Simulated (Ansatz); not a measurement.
`O[SiH2][TeH]` + `[OH][GeH3]` → `[OH][GeH2][TeH]` + silanol  (formal exchange of groups at a Te–Si bond)

Isolated molecules relaxed with PBE0-D4/def2-TZVP in Ansatz; ΔE leaves out vibrations. CBS: MP2 limit from def2 TZ/QZ plus the TZ coupled-cluster correction, frozen cores. Elements past krypton have def2 core potentials. For Ge, Te outer-core shells are correlated without core-valence functions, which leaves a few kJ/mol of doubt a bond. Scalar relativity is left out up to krypton. Each species was taken in one conformer, which may not be the lowest.

| species | MP2/CBS(def2) energy (Eh) |
| --- | --- |
| `O[SiH2][TeH]` | -634.42035 |
| `[OH][GeH3]` | -2153.66515 |
| `[OH][GeH2][TeH]` | -2421.43456 |
| `O[SiH3]` | -366.65375 |

Q: Work out ΔE.

A: ΔE = (-2421.43456) + (-366.65375) − (-634.42035) − (-2153.66515) = -0.00281 Eh = -7.4 kJ/mol. CCSD(T)/CBS gives -6.9 kJ/mol.

Largest T1 diagnostic among the species: 0.011.

In def2-TZVPP, CCSD(T) changes the Hartree–Fock value by +3.6 kJ/mol (the triples alone add +0.3 kJ/mol) and MP2 by +3.1 kJ/mol. Leaving LDA and LC-ωPBE aside and taking each functional with its dispersion term where it has one, the values, not all of them listed here, spread over 9.0 kJ/mol, from BHLYP-D4 to B97M-V. LDA lies +3.8 kJ/mol from PBE without D4.
